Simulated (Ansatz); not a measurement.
Spectroscopic constants of SeF, multiplicity 2 (the spin of the measured ground state). No spin–orbit coupling. Se is treated without relativity.

The constants come from a fifth-degree fit in 1/R (seven points, main isotopes). Runs in def2 and cc sets follow the lowest solution found near the PBE0 minimum.

The values were computed with Ansatz (a first-principles code). Values without a source in brackets are computed.

Energies at PBE0/def2-TZVPP:

```
R (Å)        E (hartree)
--------  --------------
1.615936  -2500.99715541
1.659375  -2501.00314599
1.699339  -2501.00600445
1.744515  -2501.00679457
1.789692  -2501.00553056
1.841819  -2501.00210646
1.902634  -2500.99614124
```

Q: With a reduced mass of 15.3494 u, find the minimum, the force constant and the constants.

A: A fifth-degree polynomial in 1/R puts the minimum at r_e = 1.7376 Å with force constant 453 N/m. Then ω_e = (1/2πc)√(k/μ) = 708 cm⁻¹ and B_e = h/(8π²cμr_e²) = 0.3638 cm⁻¹; the cubic and quartic terms give α_e = 0.0024 and ω_e x_e = 3.1 cm⁻¹.
